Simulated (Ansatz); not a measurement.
Basis sets compared for TaGe12 (the lowest doublet isomer of a short search). Charge 0, multiplicity 2. Geometry PBE-D4/def2-SVP. Ansatz on 2 threads of AMD EPYC 7R13 on a shared host and a share (18 GiB) of an NVIDIA H100 80GB HBM3; times are rough, and most runs start from earlier orbitals.

```xyz
13

Ta    0.059   -0.425    0.376
Ge   -1.261    1.154   -1.337
Ge    1.312    1.788   -0.391
Ge   -0.754    3.876   -1.052
Ge   -2.032    2.876   -2.874
Ge    0.069   -2.421    2.169
Ge   -0.751    1.932    1.292
Ge    1.945   -4.088    1.671
Ge    2.333   -1.371    1.281
Ge   -1.534   -2.968    0.243
Ge    0.808    3.981    0.862
Ge   -1.235   -1.406   -1.787
Ge    1.040   -2.928   -0.454
```

In the def2 sets Ta takes a core potential; there is no spin–orbit coupling. Single mean-field runs in def2-SVP, def2-TZVP are fitted with def2-universal-jkfit. The structure comes from a short search, and lower isomers may exist.

Binding counts from free atoms (Ta quartet, Ge triplet) in the same basis, without a counterpoise term.

```csv
level,functions,energy (Eh),HOMO (eV),LUMO (eV),binding per atom (eV),wall time
PBE-D4/def2-SVP,416,-24974.6261,-4.78,-4.45,3.52,9 s
PBE0-D4/def2-SVP,416,-24975.1452,-5.50,-4.01,3.32,14 s
```

Problem. Estimate the rows for PBE-D4/def2-TZVP (with forces), PBE0-D4/def2-TZVP.

Solution. 
```tsv
level	functions	energy (Eh)	HOMO (eV)	LUMO (eV)	binding per atom (eV)	wall time
PBE-D4/def2-TZVP (with forces)	616	-24977.7813	-4.72	-4.39	3.56	14 s
PBE0-D4/def2-TZVP	616	-24978.2990	-5.42	-3.91	3.38	14 s
```
